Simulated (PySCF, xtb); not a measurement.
ClHMgS, SMILES [SH][Mg][Cl]. One conformer was computed; it need not be the lowest.

Harmonic wavenumbers (cm⁻¹) from GFN2-xTB run with xtb 6.7.1 at its own minimum, in rising order: 47, 66, 277, 464, 500, 2411.

Question: What does PBE-D3(BJ)/def2-TZVP run with PySCF give at its own minimum? (An estimate is asked for; the answer gives what the named calculation found.)

Answer: 95, 104, 298, 532, 576, 2605. Paired by order, the mean absolute difference is 74 cm⁻¹ and the zero-point energies are 5.4 and 6.0 kcal/mol.
